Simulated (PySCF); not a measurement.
HOSi, SMILES [OH+]=[Si] (connectivity only; charge and spin as stated), charge +1, multiplicity 1.

The structure is a stationary point at r2SCAN-D4/def2-TZVPD. The isomer is the one that the SMILES or the coordinates give; other isomers of the formula were not compared.

Two levels are set side by side: PBE/def2-TZVPD (PySCF) and ωB97X/def2-TZVPD (PySCF). Same geometry, gas phase. Differences are taken from unrounded values.

```
quantity                      ωB97X
---------------------------  ------
orbital gap (eV)              12.75
highest occupied level (eV)  -19.13
lowest empty level (eV)       -6.39
mean polarisability (bohr³)    22.9
```

### Question
What does PBE give, and how far is it from ωB97X? (An estimate is asked for; the answer gives what the named calculation found.)

### Answer

```
quantity                        PBE  PBE minus ωB97X
---------------------------  ------  ---------------
orbital gap (eV)               5.95            -6.80
highest occupied level (eV)  -15.55             3.58
lowest empty level (eV)       -9.60            -3.21
mean polarisability (bohr³)    23.4              0.5
```

Without exact exchange PBE keeps part of each electron's self-repulsion, which lifts occupied levels and narrows the gap. Differences between two approximate levels are no errors against the true value.

Rough cost on one machine, each run with all the roots and properties that it gave: ωB97X against PBE within a factor of 2.
